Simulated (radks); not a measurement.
Effect of the nuclear size on the tungsten ion W11+, [Kr] 4d10 4f13 5s2 5p2. All-electron calculation, Dirac Kohn-Sham, relativistic LDA (MacDonald-Vosko exchange, VWN5 correlation), spin-unpolarised, spherical densities, finite nucleus; open shells are shared between the two j in proportion to 2j + 1; Fermi nuclear charge, rms radius 5.3658 fm. Program: a radial shooting solver on a logarithmic mesh with Libxc functionals. The rms radius is varied about that value; shifts are against it.

rms radius (fm)  total energy shift (eV)  density at nucleus (e/bohr^3)  1s1/2 shift (meV)  2s1/2 shift (meV)  4p1/2 shift (meV)  5s1/2 shift (meV)  5p1/2 shift (meV)  5p3/2 shift (meV)  6s1/2 (empty) shift (meV)
4.4214                             -18.9                      1.501e+06              -7620              -1070              0.159              -12.4              0.413               1.10                      -4.30
5.0009                             -7.60                      1.439e+06              -3060               -431              0.062              -4.98              0.165              0.443                      -1.73
5.3658                                 0                      1.404e+06              0.000              0.000              0.000              0.000              0.000              0.000                      0.000
5.5697                              4.40                      1.386e+06               1770                250             -0.035               2.88             -0.096             -0.256                      1.000
6.6268                              28.9                      1.305e+06              11600               1640             -0.219               18.9             -0.625              -1.68                       6.56

Slopes of the eigenvalues against <r^2> in GHz/fm^2, as finite differences over the two radii next to the reference (eigenvalue slopes, not the field-shift constants of lines): 1s1/2 194000, 2s1/2 27400, 4p1/2 -3.91, 5s1/2 316, 5p1/2 -10.5, 5p3/2 -28.1, 6s1/2 (empty) 110.
